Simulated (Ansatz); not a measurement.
Abridged output of a molecular run in Ansatz:

```
Functional definition: HF
1097 factors; integrals over basis functions are off by at most 1.1e-3 eV
mean field evaluation 1: about -31510.2059 eV, gradient 6.8e1 eV
mean field evaluation 2: about -31510.3068 eV, gradient 6.8e1 eV
mean field evaluation 4: about -31519.7391 eV, gradient 6.3e0 eV
mean field evaluation 8: about -31519.8833 eV, gradient 6.0e-1 eV
mean field evaluation 16: about -31519.8849 eV, gradient 1.9e-6 eV
mean field -31519.88494217 eV, -1158.3344066793 hartree, gradient 1.9e-6 eV, S^2 0.000000; 0 other end points of the search recorded, 0 dependent functions left out
9 core orbitals not correlated: weight in the atoms' cores, before any rotation towards them, 1.000 or more for the frozen orbitals, at most 0.000 for the correlated occupied ones
reference -31519.88494217 eV, -1158.3344066793 hartree; 20, 20 occupied and 78, 78 virtual orbitals, 1097 factors
second order -28.20195267 eV of doubles, -0.00000000 eV of singles
cycle   1  -27.35951626 eV  change    8.4e-1 eV  update   2.3e-1
cycle   2  -28.32315052 eV  change   -9.6e-1 eV  update   1.4e-1
cycle   3  -28.55477916 eV  change   -2.3e-1 eV  update   4.3e-2
cycle   4  -28.56993998 eV  change   -1.5e-2 eV  update   1.3e-2
cycle   5  -28.55528958 eV  change    1.5e-2 eV  update   5.8e-3
cycle   6  -28.55396361 eV  change    1.3e-3 eV  update   2.7e-3
cycle   7  -28.55551007 eV  change   -1.5e-3 eV  update   1.4e-3
cycle   8  -28.55548547 eV  change    2.5e-5 eV  update   4.5e-4
cycle   9  -28.55556941 eV  change   -8.4e-5 eV  update   2.3e-4
cycle  10  -28.55575254 eV  change   -1.8e-4 eV  update   9.3e-5
cycle  11  -28.55560663 eV  change    1.5e-4 eV  update   5.9e-5
cycle  12  -28.55556730 eV  change    3.9e-5 eV  update   2.5e-5
perturbative correction -1.07363414 eV, -0.0394553269 hartree
Total energy: -31549.51414361 eV, -1159.4232597488 hartree
```

Its atoms:

Cartesian coordinates in Å:
```
N 0.2723 -1.4937 -0.3891
Ti 0.1739 0.3701 -0.5180
N -0.5126 0.9686 1.1080
F 1.7969 1.0208 -0.7837
F -0.9104 0.8048 -1.8459
H 0.0016 -2.0490 0.4080
H 0.6149 -2.0822 -1.1368
H 0.0526 1.2906 1.8822
H -1.4893 1.1699 1.2753
```

Task: Which basis set was used?
A. def2-TZVPP
B. def2-SVP
C. def2-QZVPP
D. def2-SVPD

Result: B. It gives 107 functions.

Task: Write the keys of the input that set method, charge and spin (a neutral closed shell needs none for the last two).

Result: 
```yaml
correlation: {method: ccsd_t}
```
